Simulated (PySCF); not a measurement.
Species: Ge(SiH3)Me3, C3H12GeSi.
Bonds: Ge1–Si2, Ge1–C6, Ge1–C10, Ge1–C14. Hydrogens: H3, H4, H5 on Si2; H7, H8, H9 on C6; H11, H12, H13 on C10; H15, H16, H17 on C14.

Computed with PBE0-D3(BJ)/def2-SVP geometry optimisation, gas phase in PySCF.

**Question.** List the bond lengths and angles at this level.

**Answer.** 
```json
{"bond": "Ge1–Si2", "length (Å)": "2.389"}
{"bond": "Ge1–C6, Ge1–C10, Ge1–C14", "length (Å)": "1.961"}
{"bond": "Si2–H3, Si2–H4, Si2–H5", "length (Å)": "1.498"}
{"bond": "C6–H7 and 8 like bonds", "length (Å)": "1.100"}
```

Bonds in one row agree within 0.01 Å and their mean is given. A selection of angles:
```json
{"angle": "Si2–Ge1–C6", "degrees": "109.9"}
{"angle": "C6–Ge1–C10", "degrees": "109.2"}
{"angle": "Ge1–Si2–H3", "degrees": "111.1"}
{"angle": "H3–Si2–H4", "degrees": "107.8"}
{"angle": "Ge1–C6–H7", "degrees": "109.8"}
{"angle": "Ge1–C6–H8", "degrees": "110.8"}
{"angle": "H7–C6–H8", "degrees": "108.3"}
```

Si2 (silicon bonded to Ge and 3 H) is tetrahedral (angles from 107.7° to 111.3°). Ge1 (germanium bonded to 3 C and Si) is tetrahedral (angles from 109.0° to 109.9°). All 3 C–Ge bonds measure 1.960 to 1.961 Å.

PBE0-D3(BJ)/def2-SVP frequencies: not computed here.

On AMD EPYC 9R45, one thread, no GPU, shared host with 96 logical CPUs at a one-minute load of 40, this took 44 s of wall time and 0.61 GiB of memory at its peak. That covers the optimisation of the geometry.
